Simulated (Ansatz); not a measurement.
This geometry of BBrCl2H2O (7 atoms, charge 0, multiplicity 1) is a first-order saddle point.

These are results of Ansatz 0.2.0, RKS PBE-D4/def2-SVP, not measurements.

```xyz
7
Properties=species:S:1:pos:R:3
B -0.120 -0.606 0.078
Br 2.016 0.543 -0.186
Cl -0.135 -1.928 -1.087
Cl -0.368 -0.919 1.811
H 0.457 1.095 -0.535
O -0.723 0.670 -0.420
H -1.127 1.145 0.339
```

Task: Which two structures does it join? (They come from a converged band through this point; their orientation in space is the band's.)

Result: Bonds broken: B1–Br2, H5–O6. Bonds formed: Br2–H5. BBrCl2H2O becomes BCl2HO + BrH.

Image 0:

```xyz
7
Properties=species:S:1:pos:R:3
B 0.220 -0.585 0.058
Br 2.093 0.161 -0.069
Cl -0.143 -1.928 -1.073
Cl -0.375 -0.802 1.776
H 0.036 1.417 -0.595
O -0.671 0.738 -0.457
H -1.159 0.999 0.360
```

Image 6:

```xyz
7
Properties=species:S:1:pos:R:3
B -0.666 -0.868 0.379
Br 2.376 1.647 -1.510
Cl 0.174 -2.069 -0.582
Cl -1.909 -1.338 1.550
H 1.207 1.140 -0.824
O -0.337 0.442 0.204
H -0.844 1.045 0.782
```

Task: How far does it lie above each of them?

Result: 44.3 kJ/mol above the first and 78.0 kJ/mol above the second. This is the barrier of this one path; another mechanism may lie lower. The orbitals stay closed-shell, which can raise the energy where a bond breaks towards radicals; this wasn't checked here.

Time of the run: 2.7 min on 2 threads of Intel(R) Xeon(R) Platinum 8488C (Sapphire Rapids), with other jobs on the host, peak memory 0.16 GiB.
